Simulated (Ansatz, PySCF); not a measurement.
Process, species as SMILES: C[N](C)[GeH3] -> C[N][GeH3] + [CH3] (CH3) (the C-N bond at the site shown breaks; other sites are not compared here)
Each molecule is optimised on its own at B3LYP-D3(BJ)/def2-TZVP (Ansatz, a quantum-chemistry and plane-wave program). Frequencies are from Ansatz or PySCF.

Property: bond dissociation energy (enthalpy at 298 K, with B3LYP-D3(BJ) rigid-rotor harmonic-oscillator terms), in kcal/mol. Valence correlation only, unless marked. Open shells are spin-unrestricted. No spin-orbit coupling. The frozen core is the preceding noble-gas configuration, with the filled d and f shells of earlier blocks. No relativistic terms. CBS marks a two-point X^-3 extrapolation of the correlation energy; Hartree-Fock from the larger set.

```tsv
level	program	bond dissociation energy (kcal/mol)
PBE-D3(BJ)/def2-TZVPD	Ansatz + dftd3	…
r2SCAN-D4/def2-TZVPD	Ansatz + dftd4	73.5
PBE0/STO-3G	Ansatz	96.1
PBE0/6-31G*	Ansatz	81.0
PBE0-D3(BJ)/def2-TZVP	Ansatz + dftd3	80.2
BHLYP/def2-TZVPD	Ansatz	…
CAM-B3LYP/def2-TZVPD	Ansatz	77.3
wB97M-V/def2-TZVPD	Ansatz	82.9
B2GP-PLYP/def2-TZVPD	Ansatz	80.1
B2PLYP-D4/def2-TZVPD	Ansatz + dftd4	…
PBE-QIDH/def2-TZVPD	Ansatz	82.9
CCSD/aug-cc-pVQZ	Ansatz	…
CCSD(T)/CBS(aug-cc-pVTZ,aug-cc-pVQZ)	Ansatz	83.3
```

Q: Complete the blanks.

A: 
- PBE-D3(BJ)/def2-TZVPD, bond dissociation energy (kcal/mol): 80.7
- BHLYP/def2-TZVPD, bond dissociation energy (kcal/mol): 72.0
- B2PLYP-D4/def2-TZVPD, bond dissociation energy (kcal/mol): 80.0
- CCSD/aug-cc-pVQZ, bond dissociation energy (kcal/mol): 79.6
